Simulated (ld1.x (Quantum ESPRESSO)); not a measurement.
**What one change does to a pseudopotential (iron (Fe), TM)**

ld1.x (Quantum ESPRESSO) 7.5 input, shortened:

```
&input
   title='Fe', zed=26., rel=1, dft='WC', iswitch=3,
   config='[Ar] 3d6 4s0 4p0'
 /
 &inputp
   pseudotype=2, tm=.true., lloc=1,
   nlcc=.false.
 /
3
4S  1  0   0.00   0.00  1.80  1.80  0.0
3D  3  2   6.00   0.00  1.75  1.75  0.0
3P  2  1   6.00   0.00  1.40  1.40  0.0
 &test
   configts(1)='3p6 3d6 4s0 4p0'
 /
```

Change: all radii scaled by about 1.05 (s 1.88, p 1.46, d 1.84 bohr).

Cutoffs: the cutoffs (Ry, on a coarse ladder) from which the occupation-weighted sum of valence levels, in a spherical-Bessel basis at the reference potential, stays within 10 and 1 mRy of its value at 400 Ry; they do not see the model core or the augmentation charge, which bear on the density cutoff. Errors are all-electron minus pseudo energies relative to the spin-unpolarised reference configuration.

Problem. Predict the effect on cutoff, ghosts and configuration errors.

Solution. The potential gets neither clearly harder nor softer (90 Ry and 140 Ry → 80 Ry and 140 Ry); both files keep a bound ghost (s); of the 7 tests that both files solve, the error grows in 4 and shrinks in 0 by more than 15 % and 0.3 meV (median size 21.8 → 24.2 meV). More of the atom is replaced by a form fitted at one configuration, so other configurations suffer.

| quantity | base | changed |
| --- | --- | --- |
| cutoff, loose | 90 Ry | 80 Ry |
| cutoff, tight | 140 Ry | 140 Ry |
| bound ghosts | s | s |
| error for 3p6 3d6 4s2 4p0, meV [ΔE -24.85 eV] | +14 | +15 |
| error for 3p6 3d6 4s1 4p0, meV [ΔE -16.09 eV] | +7.6 | +7.8 |
| error for 3p6 3d5 4s0 4p0, meV [ΔE 34.22 eV] | +45 | +64 |
| error for 3p6 3d7 4s0 4p0, meV [ΔE -18.28 eV] | +1.0 | +3.4 |
| error for 3p6 3d4 4s0 4p0, meV [ΔE 87.32 eV] | +368 | +492 |
| error for 3p6 3d5 4s2 4p1, meV [ΔE -16.06 eV] | +22 | +32 |
| error for 3p6 3d7 4s1 4p0, meV [ΔE -25.65 eV] | +23 | +24 |

 A true bound ghost makes a file unfit for plane-wave use even where its test errors are small: the radial tests pick states by their node count and pass the ghost by.
